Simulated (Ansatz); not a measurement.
Cost and result up the ladder for Ru2F6 (the lowest singlet isomer of a short search) (8 atoms). Total charge 0; singlet. Geometry: PBE0-D4/def2-SVP.

Cartesian coordinates in Å:
```
Ru 0.249 -0.983 -0.228
Ru 0.062 1.033 0.100
F -0.994 -1.894 -1.207
F 0.655 0.343 -1.736
F 1.726 0.036 0.763
F -1.353 1.966 -0.579
F 0.006 -2.180 1.129
F -0.352 1.679 1.757
```

Ansatz on 4 threads of AMD EPYC 9R45 on a shared host. Times are rough, and most runs start from the orbitals of an earlier one. No level here is sound enough to serve as a yardstick. Binding counts from free atoms at the same level (Ru quintet, F doublet; other spins of the atoms weren't run), without zero-point energy or a counterpoise term.

In the def2 sets Ru takes a core potential; there is no spin–orbit coupling. No other spin state of charge 0 was run. Another isomer (singlet) lies 0.08 eV lower at PBE0-D4/def2-TZVP; other spin states weren't run for this one.

Run but left out: CCSD(T)/def2-SVP (unstable by the stability test); MP2/def2-TZVP (restricted singlet, unstable towards broken spin symmetry).

```
                         level  functions  wall time  binding energy per atom (eV)                        remarks
         LDA (SPW92)/def2-TZVP        266        1 s                          4.65  restricted SCF unstable in HF
               PBE-D4/def2-SVP        146        1 s                          3.92  restricted SCF unstable in HF
              PBE0-D4/def2-SVP        146      1.4 s                          3.22  restricted SCF unstable in HF
           revPBE-D4/def2-TZVP        266      1.5 s                          3.57  restricted SCF unstable in HF
PBE-D4/def2-TZVP (with forces)        266      1.9 s                          3.79  restricted SCF unstable in HF
             PBE0-D4/def2-TZVP        266      2.7 s                          3.15  restricted SCF unstable in HF
           r2SCAN-D4/def2-TZVP        266      2.8 s                          3.54  restricted SCF unstable in HF
              B97M-V/def2-TZVP        266      4.7 s                          3.37  restricted SCF unstable in HF
```
